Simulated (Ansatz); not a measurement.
Consider the formal hydrolysis of a C–Si bond: `CC([SiH3])CF` + H₂O → `CC(O)CF` + SiH₄.

Gas-phase electronic energies from Ansatz, PBE0-D4/def2-TZVP geometries. CCSD(T)/CBS is the MP2 limit (def2-TZVPP, def2-QZVPP) plus CCSD(T) − MP2 in def2-TZVPP, frozen cores. This one scheme is used for every species. Functionals use def2-TZVPP. B3LYP here is the variant with VWN-RPA as its local correlation; programs differ in this. Each species was taken in one conformer, which may not be the lowest.

`CC([SiH3])CF`:

```xyz
14

C     1.152    0.999   -0.044
C    -0.212    0.356    0.190
Si   -0.045   -1.339    1.018
C    -1.032    0.285   -1.078
F    -0.480   -0.633   -1.963
H     1.734    1.059    0.879
H     1.734    0.423   -0.767
H     1.046    2.016   -0.436
H    -0.788    0.973    0.893
H     0.905   -2.211    0.282
H     0.471   -1.141    2.400
H    -1.373   -2.007    1.095
H    -1.053    1.252   -1.594
H    -2.060   -0.033   -0.877
```

H₂O:

Z-matrix (Å, degrees):
```
O
H 1 0.960
H 1 0.960 2 105.1
```

`CC(O)CF`:

Cartesian coordinates in Å:
```
C -1.325 0.338 0.321
C 0.179 0.203 0.364
O 0.738 1.442 -0.015
C 0.655 -0.892 -0.558
F 2.042 -0.960 -0.503
H -1.658 0.576 -0.691
H -1.811 -0.584 0.646
H -1.642 1.146 0.981
H 0.497 -0.055 1.386
H 1.691 1.324 -0.075
H 0.258 -1.867 -0.263
H 0.377 -0.671 -1.593
```

SiH₄:

Z-matrix (Å, degrees):
```
Si
H 1 1.485
H 1 1.485 2 109.5
H 1 1.485 2 109.5 3 -120.0
H 1 1.485 2 109.5 3 120.0
```

```
      level  ΔE (kcal/mol)
   B3LYP-D4           11.4
 r2SCAN0-D4           11.9
   PBE-QIDH           12.6
HF/def2-SVP            4.8
```

**Question.** What does CCSD(T)/CBS give? (An estimate is asked.)

**Answer.** Ansatz gave: +13.5 kcal/mol. The listed levels differ from it by -2.1, -1.6, -0.9, -8.7 kcal/mol.

Largest T1 diagnostic among the species: 0.011.

Leaving LDA and LC-ωPBE aside and taking each functional with its dispersion term where it has one, the values, not all of them listed here, spread over 2.7 kcal/mol, from CAM-B3LYP-D4 to revPBE-D4. In def2-TZVPP, CCSD(T) changes the Hartree–Fock value by +4.9 kcal/mol (the triples alone add +0.5 kcal/mol) and MP2 by +7.0 kcal/mol. The D4 term adds +2.2 kcal/mol with B3LYP and +1.2 kcal/mol with PBE0; it sums over pairs of atoms, weighted by their polarisabilities, and B3LYP, whose exchange is more repulsive, gets the larger term.

CCSD(T)/CBS has its own doubt, a few kJ/mol and more with outer-core shells, so smaller differences from it don't rank the levels.
